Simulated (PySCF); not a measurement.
# Correlation energy of C (carbon, neutral)

[He] 2s2 2p2, high-spin 3P determinant. All numbers are calculated (PySCF 2.14, the spin-free X2C one-electron Hamiltonian (Gaussian nucleus), in ANO-RCC-VTZP). Frozen: 1s2; 4 electrons correlated.

| level | correlation energy (mhartree) |
| --- | --- |
| CCSD | -88.23 |
| (T) | -2.16 |
| CCSD(T) | -90.39 |
| CCSDT | -90.92 |

Diagnostics: T1 = 0.0090, D1 = 0.0173, largest double amplitude 0.111.

Problem. Is a single reference adequate?

Solution. Mostly. T1 lies below 0.03, but a double amplitude of this size points to a near-degeneracy that CCSD handles and MP2 describes poorly.
